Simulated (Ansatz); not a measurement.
C2H4BFO2, SMILES CC(=O)B(O)F.

Geometry optimised at B3LYP-D3(BJ)/def2-SVP. This is a generated structure with no PubChem entry under its InChIKey; it may be hypothetical. One conformer was computed; it need not be the lowest.

Two levels are set side by side: PBE/def2-SVPD (Ansatz, a quantum-chemistry and plane-wave program) and PBE0/def2-SVPD (Ansatz). Energy differences of separate SCF runs at the same geometry; the states with an electron removed or added have multiplicity 2 and 2. Differences are taken from unrounded values.

| quantity | PBE0 |
|---|---|
| vertical ionisation energy (eV) | 10.03 |
| vertical singlet–triplet gap (eV) | 2.66 |

Q: What does PBE give, and how far is it from PBE0? (An estimate is asked for; the answer gives what the named calculation found.)

A: 
```
quantity                            PBE  PBE minus PBE0
---------------------------------  ----  --------------
vertical ionisation energy (eV)    9.74           -0.29
vertical singlet–triplet gap (eV)  2.61           -0.06
```
